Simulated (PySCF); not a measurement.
Values are calculated unless marked as measured or tabulated.
CH3F2Si

CH3F2Si is a small molecule (built as: Si site whose three back bonds go to CH3, F, F), neutral, doublet. The structure, one conformer, was relaxed in the gas phase by PBE0-D3(BJ)/def2-SVP. No frequency run checks that it is a minimum.

SMILES: C[Si](F)F

```xyz
7

Si    0.032   -0.973    0.560
C    -0.335    0.479   -0.556
F     0.127   -0.436    2.091
F     1.510   -1.544    0.199
H    -1.296    0.942   -0.287
H    -0.373    0.162   -1.608
H     0.468    1.224   -0.435
```
Atom numbers follow the order of the file, from 1.

EPR values by unrestricted B3LYP, IGLO-III on C F Si, pcH-1 on H.

Task: Predict g and the largest hyperfine couplings. Where does the spin sit?

Result: g = 2.0000, 2.0019, 2.0021. The spin sits on Si1 (85 %, bonded to 1 C + 2 F) by Mulliken populations.
```csv
atom,isotope,isotropic (MHz),"dipolar, principal values (MHz)"
Si1,29Si,-889.0,"-134.2, 66.3, 68.0"
F4,19F,227.2,"-116.0, -110.5, 226.5"
F3,19F,226.8,"-116.1, -110.6, 226.7"
C2,13C,108.8,"-12.3, -11.7, 24.0"
H7,1H,36.3,"-6.7, -0.6, 7.3"
H6,1H,-9.3,"-7.3, -2.6, 9.9"
```

Task: How do the isotropic couplings move with BHandHLYP?

Result: Si1 -889.0 to -924.2 MHz, F4 227.2 to 252.1 MHz, F3 226.8 to 251.8 MHz, C2 108.8 to 109.4 MHz.
